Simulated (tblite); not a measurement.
Run record: tight-binding relaxation, `[C@H](C(=C)OC)(C)C[O]` [radical].

Computed with GFN2-xTB geometry optimisation, gas phase (tblite 0.8.0). Start geometry: from a force field or distance geometry. A driver script takes a list of jobs; this job's settings line and coordinates (Å) are shown.

Command:
```bash
OMP_NUM_THREADS=1 python probes_run.py task.json out
```

Input:
```
{"job": {"kind": "relax", "xc": "GFN2-xTB", "basis": "xTB"}, "charge": 0, "multiplicity": 2}
C      0.863900    -0.201800     1.683000
C      0.363100    -0.057000     0.446700
O      1.221700     0.018300    -0.615600
C      2.623500    -0.000600    -0.568600
C     -1.099400    -0.002800     0.287800
C     -1.493100     1.296000    -0.397400
C     -1.614000    -1.121000    -0.609500
O     -2.985400    -0.967800    -0.698500
H      0.137300    -0.261200     2.482400
H      1.910100    -0.252000     1.898000
H      2.997600     0.079400    -1.614200
H      3.052500     0.836900     0.043800
H      2.959500    -0.986800    -0.146300
H     -1.575200    -0.072200     1.284300
H     -1.637300     2.118900     0.370500
H     -0.706700     1.595100    -1.105000
H     -2.464300     1.095200    -0.917100
H     -1.374100    -2.124700    -0.200000
H     -1.189500    -0.982700    -1.631800
```

Output:
```
step      E/eV     max force
  0    -719.66378    2.760
  1    -719.95803    1.314
  2    -720.04117    0.946
  3    -720.08834    0.500
  4    -720.12275    0.458
  5    -720.14725    0.417
  6    -720.16883    0.379
  7    -720.18389    0.260
  8    -720.19415    0.325
  9    -720.20281    0.287
... (41 lines left out)
 51    -720.28578    0.049
 52    -720.28595    0.031
 53    -720.28606    0.026
 54    -720.28613    0.021
 55    -720.28620    0.022
 56    -720.28625    0.015
 57    -720.28627    0.012
 58    -720.28629    0.011
 59    -720.28631    0.012
 60    -720.28632    0.009
```

«max force» is the largest atomic force in eV/Å.

Question: From which step on does the largest force stay under 0.1 eV/Å, and how much energy is left to gain from there?

Answer: From step 30 (0.100 eV/Å), 8.4 meV above the end.

In short: energy lowered by 14.4 kcal/mol over 60 steps; largest atomic force 0.009 eV/Å at the end.

Question: Where do the atoms end?

Answer: 0.196 Å rms from the input after alignment:
```
atom  x, y, z in Å
C1     0.8799   -0.2607    1.7372
C2     0.3676   -0.0158    0.5289
O3     1.0738    0.1326   -0.6201
C4     2.4710   -0.0377   -0.5761
C5    -1.1033    0.0915    0.2806
C6    -1.5021    1.3831   -0.4179
C7    -1.5297   -1.1585   -0.6055
O8    -2.8012   -1.2017   -0.8774
H9     0.2295   -0.3824    2.5822
H10    1.9352   -0.3144    1.9330
H11    2.8156    0.0577   -1.6044
H12    2.9448    0.7331    0.0393
H13    2.7382   -1.0255   -0.1893
H14   -1.6504   -0.0101    1.2208
H15   -1.4162    2.2259    0.2649
H16   -0.8660    1.5615   -1.2811
H17   -2.5345    1.2996   -0.7485
H18   -1.1289   -2.0891   -0.1426
H19   -0.9330   -0.9800   -1.5313
```

The run took 0.34 s wall on an Arm Neoverse V2 with one thread, shared host with 32 logical CPUs at a one-minute load of 14.
Labels such as C1 count atoms from 1, the log's own numbers from 0.
